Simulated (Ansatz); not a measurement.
SnnHm: PBE-D4/def2-SVP single points in Ansatz on relaxed structures, gas phase. Each cluster is the lowest isomer that a short search found in that spin, judged at the geometry's level, and lower ones may exist. Core potentials for Sn, no spin–orbit coupling. HOMO and LUMO are taken over both spins. Binding counts from free atoms in the multiplicity of their measured ground term, without zero-point energy. Singlets are spin-restricted. The structures are stationary points that may keep the symmetry of their start.

```tsv
species	atoms	state	geometry	HOMO (eV)	LUMO (eV)	gap (eV)	binding per atom (eV)	point group (within 0.1 Å)
Sn2H	3	doublet	r2SCAN-D4/def2-TZVP	-4.30	-4.08	0.21	1.76	–
Sn2H3	5	doublet	PBE0-D4/def2-TZVP	-4.94	-4.16	0.77	1.96	Cs
Sn3H2	5	singlet	PBE-D4/def2-SVP	-4.97	-2.90	2.07	2.19	C2v
Sn4H2	6	singlet	PBE0-D4/def2-SVP	-4.92	-3.18	1.73	2.26	Cs
Sn3H4	7	singlet	PBE-D4/def2-SVP	-5.04	-3.07	1.97	2.22	C2v
Sn5H2	7	singlet	PBE-D4/def2-SVP	-4.87	-2.92	1.95	2.42	Cs
Sn3H6	9	singlet	PBE0-D4/def2-SVP	-5.32	-2.50	2.82	2.20	–
Sn4H8	12	singlet	PBE-D4/def2-SVP	-5.36	-2.91	2.45	2.25	–
```

The gap (eV) runs from 0.21 (Sn2H) to 2.82 (Sn3H6). The binding per atom (eV) runs from 1.76 (Sn2H) to 2.42 (Sn5H2).
